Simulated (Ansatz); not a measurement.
`B[CH2][AlH][OH]` and `[OH][AlH][CH2]F` differ in one atom or group.

Ansatz, PBE0-D4/def2-TZVP geometries, multiplicity 1. Each molecule was computed in one conformer, which needn't be the lowest.

| property | `B[CH2][AlH][OH]` |
| --- | --- |
| HOMO–LUMO gap (B3LYP/def2-TZVPP) / eV | 6.30 |
| size of the dipole moment (ωB97M-V/def2-TZVPP) / D | 1.94 |
| HOMO energy (ωB97M-V/def2-TZVPP) / eV | -10.41 |
| zero-point energy (PBE0-D4/def2-TZVP) / kJ/mol | 177.6 |
| HOMO–LUMO gap (PBE0/def2-TZVPP) / eV | 6.71 |
| HOMO energy (PBE0/def2-TZVPP) / eV | -8.23 |

**Question.** What does the change do to each property? (An estimate is asked.)

**Answer.** Computed: 
```tsv
property	`[OH][AlH][CH2]F`	shift
HOMO–LUMO gap (B3LYP/def2-TZVPP) / eV	6.65	0.35
size of the dipole moment (ωB97M-V/def2-TZVPP) / D	1.99	0.05
HOMO energy (ωB97M-V/def2-TZVPP) / eV	-10.14	0.27
zero-point energy (PBE0-D4/def2-TZVP) / kJ/mol	129.5	-48.1
HOMO–LUMO gap (PBE0/def2-TZVPP) / eV	7.10	0.39
HOMO energy (PBE0/def2-TZVPP) / eV	-7.87	0.36
```

With PBE0 the HOMO rises by 0.36 eV and the LUMO rises by 0.75 eV, so the gap widens by about 0.39 eV. PBE moves the HOMO by 0.59 eV and ωB97M-V by 0.27 eV. The zero-point energy changes by -48.1 kJ/mol with -6 modes. Dipoles are sizes alone; their direction can turn.

B3LYP here is the variant with VWN-RPA as its local correlation; programs differ in this.
